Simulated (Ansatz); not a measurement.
Geometry optimisation, UKS PBE/6-31G in Ansatz 0.2.0.

input.yaml

```yaml
crystal:
  periodic: [false, false, false]
  atoms:
    - { symbol: C, position_ang: [0.6585, -2.386, -0.2423] }
    - { symbol: C, position_ang: [0.3155, -0.9476, 0.2787] }
    - { symbol: Si, position_ang: [-0.268, 0.2029, -1.1094] }
    - { symbol: Cl, position_ang: [1.3852, 0.4612, -2.4894] }
    - { symbol: Al, position_ang: [-0.7818, 2.2868, -0.1783] }
    - { symbol: "N", position_ang: [-0.61, 2.5748, 1.7214] }
    - { symbol: H, position_ang: [-0.2731, -2.7712, -0.7185] }
    - { symbol: H, position_ang: [0.9624, -2.9819, 0.5766] }
    - { symbol: H, position_ang: [1.4339, -2.29, -0.9607] }
    - { symbol: H, position_ang: [1.2356, -0.5249, 0.7743] }
    - { symbol: H, position_ang: [-0.4943, -0.9997, 1.0651] }
    - { symbol: H, position_ang: [-1.3979, -0.3552, -1.7468] }
    - { symbol: H, position_ang: [-1.3422, 3.5104, -1.1112] }
    - { symbol: H, position_ang: [0.3568, 2.3532, 1.9825] }
    - { symbol: H, position_ang: [-1.2026, 1.8164, 2.1872] }
magnetization:
  spin_polarized: true
basis:
  gaussian: { orbitals: "6-31G" }
hamiltonian:
  xc: pbe
relax:
  f_tol: 0.02
  max_steps: 50
```

Launched with:

```bash
$ ansatz run input.yaml --threads 2 --pin off --max-ram 3072MiB --backend cpu --events-out ev --progress --plain --runs-dir out
```

Q: Where does it end, and by what steps?

A: The forces met the threshold. The force dipped under the threshold on the way, but the program's further checks kept it going. Limits of this set-up: no polarisation functions. After 37 steps the energy has fallen by 1.426 eV; H14 moved furthest, 1.62 Å.

```csv
step,energy less start (eV),largest force component (eV/Å),accepted
0,0.0000,2.160,yes
2,-0.6860,1.122,yes
4,-0.8526,1.714,yes
6,-1.1123,1.407,yes
8,-1.3493,0.518,yes
10,-1.3945,0.591,yes
12,-1.4047,0.292,no
14,-1.4206,0.107,yes
16,-1.4219,0.117,no
18,-1.4235,0.045,yes
20,-1.4239,0.030,yes
22,-1.4242,0.024,yes
24,-1.4245,0.041,yes
26,-1.4248,0.072,yes
28,-1.4251,0.030,yes
30,-1.4254,0.023,yes
32,-1.4255,0.025,yes
34,-1.4256,0.029,yes
36,-1.4257,0.019,yes
37,-1.4257,0.013,yes
```

```xyz
15
Properties=species:S:1:pos:R:3
C 0.643 -2.550 -0.366
C 0.231 -1.221 0.296
Si -0.281 0.151 -0.968
Cl 1.497 0.468 -2.312
Al -0.822 2.401 -0.096
N -0.470 2.719 1.648
H -0.181 -2.970 -0.969
H 0.922 -3.301 0.394
H 1.509 -2.406 -1.034
H 1.052 -0.825 0.923
H -0.640 -1.367 0.967
H -1.327 -0.440 -1.903
H -1.448 3.621 -0.946
H -0.639 3.623 2.092
H -0.068 2.048 2.303
```

Whether the end is a true minimum wasn't checked by a vibrational analysis.

The run took 3.3 min on 2 threads of Arm Neoverse V1, with other jobs on the host, peak memory 0.22 GiB.
